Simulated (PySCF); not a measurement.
One molecule, a ladder of functionals, a line

Molecule: SMILES CS[SiH2]P, CH₇PSSi.

Cartesian coordinates in Å; atom numbers follow the order of the lines, from 1:
```xyz
11

C    -2.394    0.042    0.040
S    -0.925    0.795    0.812
Si    0.623   -0.237   -0.245
P     2.563    0.612    0.550
H    -2.418    0.228   -1.043
H    -2.440   -1.039    0.235
H    -3.269    0.520    0.500
H     0.595   -1.706    0.039
H     0.448   -0.057   -1.722
H     3.328   -0.010   -0.485
H     2.414    1.834   -0.175
```

GIAO shieldings (ppm, equivalent atoms averaged) in PySCF 2.14 on the PBE0-D3(BJ)/def2-SVP geometry, basis pcSseg-2, gas phase, non-relativistic:

```csv
functional,exact exchange (%),σ(C1),σ(Si3)
BLYP,0,156.4,329.7
BP86,0,161.2,343.7
PBE,0,161.5,345.9
B3LYP,20,161.8,344.5
mPW1PW91,25,166.7,361.7
BHandHLYP,50,168.4,366.1
HF,100,177.5,405.7
```

(1) Fit each shielding as a line in the percentage of exact exchange.

(2) What does the line predict for PBE0 (25 %), and what does the run give?

## Answers

(1) σ(C1) = 159.8 + 0.18 x (rms 1.9 ppm); σ(Si3) = 338.7 + 0.65 x (rms 6.4 ppm). The functionals also differ in their semilocal parts, which the line can't hold; Hartree–Fock has no correlation at all.

(2) σ(C1): 164.3 predicted, 167.5 computed; σ(Si3): 354.9 predicted, 363.5 computed ppm.
